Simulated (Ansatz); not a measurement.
B₈N₈H₂₂⁻, a nanocrystal cut from wurtzite BN (hydrogen-capped). The state is a doublet with charge -1. Geometry PBE-D4/def2-SVP.

```xyz
38

B     2.780   -0.997   -0.045
N     2.801    0.598    0.180
N     1.265   -1.324   -0.328
B     0.356   -0.945    0.904
B     1.379    1.292    0.012
N     0.417    0.645    1.063
N    -1.148   -1.326    0.620
B    -2.066   -1.002    1.859
B    -1.004    1.289    0.949
N    -1.931    0.594    2.039
B     0.774   -0.622   -1.635
N     0.806    0.950   -1.402
N    -0.720   -1.084   -1.836
B    -1.679   -0.624   -0.672
B    -0.626    1.624   -1.590
N    -1.546    0.948   -0.478
H     3.179   -1.555    0.984
H     3.486   -1.267   -1.026
H     3.141    0.838    1.134
H     3.464    1.060   -0.472
H     1.155   -2.359   -0.480
H     0.758   -1.507    1.927
H     1.507    2.508    0.181
H     0.790    0.882    2.013
H    -1.169   -2.361    0.433
H    -1.657   -1.560    2.884
H    -3.250   -1.274    1.620
H    -0.985    2.506    1.160
H    -1.530    0.833    2.969
H    -2.861    1.053    2.013
H     1.447   -0.946   -2.623
H     1.431    1.381   -2.106
H    -0.729   -2.154   -1.861
H    -1.078   -0.751   -2.745
H    -2.844   -0.950   -0.937
H    -0.558    2.845   -1.413
H    -1.073    1.383   -2.727
H    -2.484    1.377   -0.567
```

Single mean-field runs in def2-TZVP are fitted with def2-universal-jkfit. At PBE-D4/def2-TZVP, PBE0-D4/def2-TZVP the highest occupied level of the relaxed charge -1 doublet lies above zero (up to 2.04 eV). By energy differences it is unbound by 0.68 eV (each at its own geometry, against the charge 0 singlet, at PBE-D4/def2-TZVP) and held by the finite basis.

(1) Estimate the α-spin orbital energies around the gap (eV) in Ansatz with PBE-D4/def2-TZVP, PBE0-D4/def2-TZVP.

## Answers

(1) 
| orbital | PBE-D4/def2-TZVP | PBE0-D4/def2-TZVP |
| --- | --- | --- |
| HOMO−5 | -3.21 | -4.56 |
| HOMO−4 | -3.06 | -4.37 |
| HOMO−3 | -3.01 | -4.31 |
| HOMO−2 | -2.89 | -4.18 |
| HOMO−1 | -2.73 | -4.01 |
| HOMO | 2.04 | 1.96 |
| LUMO | 2.37 | 2.92 |
| LUMO+1 | 2.60 | 3.24 |
| LUMO+2 | 2.99 | 3.67 |
| LUMO+3 | 3.40 | 4.12 |
| LUMO+4 | 3.40 | 4.17 |
| LUMO+5 | 3.83 | 4.61 |
| β HOMO | -2.72 | -3.99 |
| β LUMO | 2.33 | 3.06 |
